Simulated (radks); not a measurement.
Species: Fe IV. Configuration: [Ar] 3d5.

Calculated with a radial shooting solver on a logarithmic mesh with Libxc functionals: scalar-relativistic Kohn-Sham, LDA (Slater exchange, Perdew-Wang correlation), spin-unpolarised, spherical densities, finite nucleus; Fermi nuclear charge, rms radius 3.7377 fm.

Energy parts (eV):
| part | energy |
|---|---|
| total | -34503.501 |
| kinetic | 34902.157 |
| electron-nucleus | -81715.620 |
| Hartree | 13731.099 |
| exchange-correlation | -1421.136 |

Orbitals (lengths in bohr, moments of r in powers of bohr):
orbital,occ.,eigenvalue (eV),<r^2>
1s,2,-7021.342,0.004611
2s,2,-856.1552,0.08452
2p,6,-736.2404,0.06835
3s,2,-130.7161,0.7488
3p,6,-96.9047,0.8411
3d,5,-43.5179,1.229

The highest occupied level is 3d at -43.518 eV. Summed over all electrons, <r^2> = 13.28 bohr^2, which gives a Langevin (diamagnetic) susceptibility term of -10.5 x 10^-6 cm^3/mol. The electron density at the nucleus is 1.512e+04 e/bohr^3 (large components only).
